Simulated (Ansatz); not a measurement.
C₂H₅BCl₂, SMILES `CC(Cl)BCl`, charge 0, multiplicity 1.

**Question.** Give a relaxed structure at PBE0-D4/def2-TZVP (the Gaussian-basis code of Ansatz). (Estimate.)

**Answer.** The calculation gave: 
Z-matrix (Å, degrees):
```
C
C 1 1.505
H 1 1.094 2 108.9
H 1 1.092 2 111.5 3 -119.3
H 1 1.091 2 111.2 3 119.2
Cl 2 1.827 1 110.8 3 -179.3
B 2 1.562 1 118.8 3 -75.5
H 2 1.089 1 112.7 3 63.2
Cl 7 1.746 2 120.8 1 147.4
H 7 1.191 2 120.8 1 -32.6
```
This is one stationary point; other conformers may exist.
